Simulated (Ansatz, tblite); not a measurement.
Forces on the cluster Ge3H at its PBE0-D4/def2-SVP geometry. Charge 0, multiplicity 2.

The xTB rows come from tblite. Another isomer (doublet) lies 0.25 eV lower at PBE0-D4/def2-TZVP; other spin states weren't run for this one.

GFN1-xTB (tblite), largest force 1.06 eV/Å:

```xyz
4
positions Å, forces eV/Å
Ge    0.730   -0.096   -1.740    0.034    0.045    0.781
Ge   -0.705   -0.005    0.014    0.332    0.038    0.553
Ge    1.720    0.044    0.575   -0.766   -0.048   -0.734
H    -1.746    0.057    1.151    0.400   -0.035   -0.600
```

GFN2-xTB (tblite), largest force 0.60 eV/Å:

```
Ge 0.145 0.016 0.267
Ge 0.414 -0.022 -0.427
Ge -0.340 -0.017 -0.263
H -0.220 0.023 0.423
```

PBE-D4/def2-TZVP (Ansatz), largest force 0.31 eV/Å:

```
Ge 0.090 -0.017 -0.294
Ge -0.247 -0.002 -0.044
Ge 0.251 0.012 0.187
H -0.095 0.007 0.150
```
